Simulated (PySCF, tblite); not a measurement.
Isomers of C5H7FO3Si. Computed with GFN2-xTB (tblite): harmonic, unscaled wavenumbers at the GFN2-xTB geometry, gas phase. Against measured fundamentals such values can be off by several per cent, at times by over 20. Modes of hydrogen on silicon can be 10 to 20 % off. One conformer each.

Electronic energies: PBE0/pcSseg-1 single points on the GFN2-xTB geometries (PySCF, gas phase).

```
                           SMILES  electronic energy, lowest = 0 (kJ/mol)
C=C1[C@@H](C(=O)O)[C@@H]1O[SiH2]F                                    49.8
          COC1=C([SiH2]F)C(=O)OC1                                     0.0
  C=C1[C@@H](OC=O)[C@@H]1O[SiH2]F                                   114.9
      CC(=O)C1=C(O[SiH2]O)[C@H]1F                                   139.4
         CO[Si@@H]1CC(C(=O)O)=C1F                                   122.1
```

Task: How do GFN2-xTB zero-point energies change the relative energies?

Result: 
| SMILES | ZPE (kJ/mol) | of it from modes above 1550 cm⁻¹ | electronic (kJ/mol) | with ZPE, lowest = 0 (kJ/mol) | lowest mode (cm⁻¹) | rings |
| --- | --- | --- | --- | --- | --- | --- |
| COC1=C([SiH2]F)C(=O)OC1 | 297.5 | 137.8 | 0.0 | 0.0 | 24 | 1 |
| C=C1[C@@H](C(=O)O)[C@@H]1O[SiH2]F | 292.3 | 143.7 | 49.8 | 44.6 | 19i | 1 |
| C=C1[C@@H](OC=O)[C@@H]1O[SiH2]F | 291.2 | 140.5 | 114.9 | 108.6 | 19 | 1 |
| CO[Si@@H]1CC(C(=O)O)=C1F | 299.5 | 144.4 | 122.1 | 124.1 | 42 | 1 |
| CC(=O)C1=C(O[SiH2]O)[C@H]1F | 288.0 | 138.5 | 139.4 | 129.9 | 34 | 1 |

The zero-point energies span 11.5 kJ/mol, from `CC(=O)C1=C(O[SiH2]O)[C@H]1F` to `CO[Si@@H]1CC(C(=O)O)=C1F`. Slightly imaginary modes are left out of the zero-point energy: `C=C1[C@@H](C(=O)O)[C@@H]1O[SiH2]F` 18.8i cm⁻¹. The order is unchanged.

Task: And how do the electronic energies of GFN2-xTB itself compare?

Result: `COC1=C([SiH2]F)C(=O)OC1` 0.0; `C=C1[C@@H](C(=O)O)[C@@H]1O[SiH2]F` 0.9; `C=C1[C@@H](OC=O)[C@@H]1O[SiH2]F` 49.5; `CO[Si@@H]1CC(C(=O)O)=C1F` 205.7; `CC(=O)C1=C(O[SiH2]O)[C@H]1F` 100.8 kJ/mol, lowest = 0. Against the energies above, taken from the same isomer `COC1=C([SiH2]F)C(=O)OC1`, the largest difference is 83.6 kJ/mol.
